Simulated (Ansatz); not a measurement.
ZrF2, SMILES [F][Zr][F] (connectivity only; charge and spin as stated), neutral, multiplicity 3.

Geometry optimised at PBE0-D3(BJ)/def2-TZVP. The spin state was assumed, not searched. The def2 effective core potentials stand for the cores of Zr; spin–orbit coupling is left out.

Two levels are set side by side: PBE/def2-TZVPD (Ansatz, a first-principles code) and CAM-B3LYP/def2-TZVPD (Ansatz). Energy differences of separate SCF runs at the same geometry; the states with an electron removed or added have multiplicity 2 and 2. Differences are taken from unrounded values.

| quantity | PBE |
|---|---|
| vertical ionisation energy (eV) | 7.37 |
| vertical electron affinity (eV) | 0.94 |

### Question
These are the PBE values. What does CAM-B3LYP give? (Estimate from the structure and the level; the computed values follow.)

### Answer

```tsv
quantity	CAM-B3LYP	PBE minus CAM-B3LYP
vertical ionisation energy (eV)	7.46	-0.09
vertical electron affinity (eV)	0.99	-0.05
```
